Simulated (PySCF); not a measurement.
CF₂, SMILES F[C]F (connectivity only; charge and spin as stated), neutral, multiplicity 1.

Coordinates come from a B3LYP-D3(BJ)/def2-TZVP optimisation. The isomer is the one that the SMILES or the coordinates give; other isomers of the formula were not compared.

All values below come from PySCF with TDA-CAM-B3LYP/def2-TZVPD.

Vertical excitations. The molecule is in vacuum. State labels are in the subgroup C2v.

Computed excitation energies, oscillator strengths and character:
```tsv
state	symmetry	energy (eV)	λ (nm)	f	main pairs
S1	B1	5.10	243	0.055	HOMO→LUMO 98 %
S2	A2	8.26	150	0.000	HOMO−1→LUMO 99 %
S3	A1	8.86	140	0.008	HOMO→LUMO+1 97 %
S4	B2	9.37	132	0.050	HOMO→LUMO+2 79 %, HOMO−2→LUMO 13 %
S5	A1	9.81	126	0.203	HOMO→LUMO+3 96 %
S6	B1	9.83	126	0.071	HOMO→LUMO+4 98 %
S7	B2	10.34	120	0.105	HOMO−2→LUMO 69 %, HOMO→LUMO+2 17 %
S8	B1	11.04	112	0.017	HOMO−3→LUMO 98 %
S9	B2	11.31	110	0.037	HOMO→LUMO+5 91 %
S10	A1	11.36	109	0.000	HOMO→LUMO+6 93 %
T1	B1	2.47	503	0	HOMO→LUMO 98 %
T2	A2	7.97	156	0	HOMO−1→LUMO 99 %
T3	A1	8.22	151	0	HOMO→LUMO+1 89 %
T4	B2	8.34	149	0	HOMO−2→LUMO 99 %
```
Triplets are in the Tamm–Dancoff approximation.
